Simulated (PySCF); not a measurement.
SMILES [OH][Ge]([OH])([I])[OH], CAM-B3LYP/def2-SVP optimised geometry.

```
8

O     -1.57     0.55     0.00
Ge    -0.95    -1.08     0.00
O     -1.56    -1.90    -1.42
O     -1.57    -1.90     1.42
I      1.57    -1.08     0.00
H     -1.28     1.08     0.75
H     -1.26    -1.53    -2.25
H     -1.27    -2.82     1.51
```

Density from CAM-B3LYP/def2-TZVP, def2 effective core potentials past Kr (PySCF) at that geometry. The core electrons that the potentials of I replace are not part of the density.

Minimum of the electron density along straight lines between bonded atoms, close to the bond critical point (lines longer than 1.1 times the sum of covalent radii, or with two minima, are not listed):

```tsv
bond	length / Å	ρ at the minimum / e bohr⁻³	∇²ρ there / e bohr⁻⁵	position (fraction from the first atom)
O1–Ge2	1.747	0.155	0.71	0.52
Ge2–O3	1.747	0.155	0.71	0.48
Ge2–O4	1.747	0.155	0.71	0.48
Ge2–I5	2.520	…	…	0.43
O1–H6	0.965	0.350	-2.37	0.81
O3–H7	0.965	0.350	-2.37	0.81
O4–H8	0.965	0.350	-2.37	0.81
```

Fill in the missing entries.


- Ge2–I5, ρ at the minimum / e bohr⁻³: 0.083
- Ge2–I5, ∇²ρ there / e bohr⁻⁵: -0.03
